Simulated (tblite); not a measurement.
C7H11FS.
Geometry (GFN2-xTB, Å), atoms numbered from 1 in this order:
```xyz
20
C7H11FS angstrom
C     -2.8053    1.0000   -0.2277
C     -1.6520    0.7725   -0.8247
C     -0.7808   -0.4448   -0.6645
C     -1.3370   -1.5005    0.2900
C      0.5978   -0.0114   -0.2159
C      0.8359    0.6866    0.8881
F     -0.1633    1.0723    1.7117
S      1.8711   -0.5375   -1.3089
C      3.4112    0.0319   -0.5390
H     -3.2505    0.3079    0.4645
H     -3.3568    1.9068   -0.4089
H     -1.2442    1.5078   -1.5076
H     -0.6624   -0.9003   -1.6567
H     -2.2982   -1.8577   -0.0696
H     -1.4606   -1.0856    1.2863
H     -0.6520   -2.3438    0.3448
H      1.7941    1.0150    1.2559
H      3.5212   -0.4172    0.4434
H      3.4178    1.1162   -0.4814
H      4.2089   -0.3073   -1.1923
```

Computed values, GFN2-xTB/tblite, gas phase, harmonic and unscaled. The method is semi-empirical: single wavenumbers can be off by several per cent or more. One conformer, not necessarily the lowest.

Harmonic wavenumbers (cm⁻¹): 28.3, 60.2, 66.1, 159.8, 187.9, 191.2, 203.9, 243.6, 266.3, 278.5, 303.9, 350.4, 442.2, 514.1, 551.8, 625.0, 731.4, 732.0, 814.3, 877.9, 901.7, 935.5, 945.4, 973.8, 1014.8, 1022.6, 1050.1, 1074.9, 1124.9, 1156.2, 1257.5, 1284.4, 1295.2, 1312.1, 1313.5, 1399.9, 1413.8, 1449.4, 1451.0, 1495.3, 1503.2, 1681.2, 1719.8, 2901.3, 3029.3, 3034.8, 3036.8, 3045.0, 3046.6, 3055.9, 3059.8, 3104.6, 3113.0, 3141.5.

A = 2215, B = 871.7, C = 755.3 MHz; mass 146.057 u (most abundant isotopes); point group C1, symmetry number 1.

Q: What is the zero-point energy?

A: Half the sum of the wavenumbers: 34987 cm⁻¹ = 418.53 kJ/mol.

Q: Give the ideal-gas entropy at 200 K and 1 bar in the rigid-rotor, harmonic-oscillator model (classical rotation).

A: Translation 162.71, rotation 119.61, vibration 101.12: S = 383.5 J/(mol K).

Q: And Cp and H(200 K) − H(0)?

A: Cp = 134.69 J/(mol K), of which vibrations give 101.43 (their classical limit is 54 R = 449.0); H(200 K) − H(0) = 17.30 kJ/mol without the zero-point energy, 10.64 from vibrations.

Q: Which modes carry the vibrational entropy at 200 K?

A: 28.3 cm⁻¹: 21.56; 60.2 cm⁻¹: 15.34; 66.1 cm⁻¹: 14.57; 159.8 cm⁻¹: 7.60; 187.9 cm⁻¹: 6.41; 191.2 cm⁻¹: 6.29 J/(mol K); the other 48 give 29.35 together.

Q: What must be added to the electronic energy to get the Gibbs energy at 200 K and 1 bar?

A: ZPE + [H(200 K) − H(0)] − T·S = 418.53 + 17.30 − 76.69 = 359.14 kJ/mol.

Q: Blend soft modes into free rotors: weight 1/[1 + (100 cm⁻¹/ν̃)⁴] for the oscillator and the rest for a rotor with moment μB/(μ + B), μ = h/(8π²ν), B = 10⁻⁴⁴ kg m². What vibrational entropy results?

A: 90.92 J/(mol K) in place of 101.12, which changes −T·S at 200 K by +2.04 kJ/mol.

Q: How do the functions run with temperature in this model?

A: 
```
 T (K)  S (J/(mol K))  Cp (J/(mol K))  H − H(0) (kJ/mol)  G − H(0) (kJ/mol)  ln q(vib)
   150          347.9           113.4              11.09             -41.09       4.14
   250          415.8           155.8              24.56             -79.39       7.34
298.15          445.0           176.5              32.56            -100.11       8.83
   400          502.8           218.6              52.71            -148.42      11.90
   600          604.7           284.1             103.38            -259.41      17.65
   900          732.9           347.4             198.88            -460.70      25.59
```

q(vib) and H(0) count from the zero-point level.

Hindered rotation and anharmonicity are outside this model. Other conformers, if any are populated, would add a mixing term that is left out. The structure is chiral; the term R ln 2 for an equal mix with its mirror image is left out.

Hardware: Arm Neoverse V1, one thread (shared host). Cost: 0.89 s. The figure is for the frequency step alone.
